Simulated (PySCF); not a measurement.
`COB(BN)OC` in a uniform electric field

C2H9B2NO2.
Geometry (PBE0-D3(BJ)/def2-SVP, Å), atoms numbered from 1 in this order:
```
atom  x, y, z in Å
C1    -1.692   -1.608    1.020
O2    -1.255   -0.278    0.898
B3    -0.049    0.029    0.328
B4     0.311    1.713    0.242
N5    -0.674    2.557    0.738
O6     0.702   -1.026   -0.100
C7     1.958   -0.890   -0.704
H8    -1.686   -2.129    0.049
H9    -2.718   -1.601    1.415
H10   -1.050   -2.182    1.709
H11    1.316    2.237   -0.197
H12   -1.535    2.180    1.119
H13   -0.614    3.567    0.757
H14    1.960   -1.415   -1.672
H15    2.732   -1.350   -0.067
H16    2.226    0.165   -0.873
```

Level: wB97X-D/def2-SVPD (PySCF); nuclei fixed, core orbitals frozen in the response. Permanent dipole (-0.152, 0.256, 0.039) D (1 au = 2.5417 D). Static polarisability (au):

```
x   75.39 -1.22 -9.97
y   -1.22 77.33  1.71
z   -9.97  1.71 59.37
```

Only the terms in μ and α are kept: μ(F) = μ + αF and ΔE = −μ·F − ½ F·αF.

Apply 0.002 au along ±x, ±y and ±z in turn. Tabulate induced and total dipoles and both energy terms.

```csv
field along,induced x (D),induced y (D),induced z (D),total size (D),−μ·F (kJ/mol),−½F·αF (kJ/mol)
+x,0.383,-0.006,-0.051,0.341,+0.314,-0.396
−x,-0.383,0.006,0.051,0.603,-0.314,-0.396
+y,-0.006,0.393,0.009,0.670,-0.529,-0.406
−y,0.006,-0.393,-0.009,0.202,+0.529,-0.406
+z,-0.051,0.009,0.302,0.477,-0.081,-0.312
−z,0.051,-0.009,-0.302,0.375,+0.081,-0.312
```

For the field (-0.0018, 0.0002, -0.0014) au, what is the induced dipole, and what angle does it make with the field?

αF = (-0.310, 0.039, -0.165) D, at 9.9° to the field. The polarisability along this direction, F·αF/F², is 59.81 au, against a mean of 70.70 au.

At what field along the permanent dipole would the induced dipole along it equal the permanent one, in this linear picture?

The polarisability along the dipole is 79.27 au, so F = 0.1181 au / 79.27 au = 0.0015 au = 0.08 V/Å; higher-order terms are ignored.

What field makes μF equal to kT at 100 K?

kT = 0.3167 × 10⁻³ Eh, so F = 0.00268 au = 13.8 MV/cm.

A unit point charge sits 14 Å away. Estimate the induction energy −αe²/2R⁴ with the mean polarisability, treating the molecule as a point.

R = 26.46 bohr, so the energy is −70.7/(2 × 26.46⁴) Eh = -0.189 kJ/mol. The charge–dipole term at its most favourable orientation, −μe/R², is -0.443 kJ/mol.

Geometry: PBE0-D3(BJ)/def2-SVP, one conformer, isolated molecule.

Note: wB97X-D ran without an empirical dispersion term, which enters the total energy and its gradient alone.
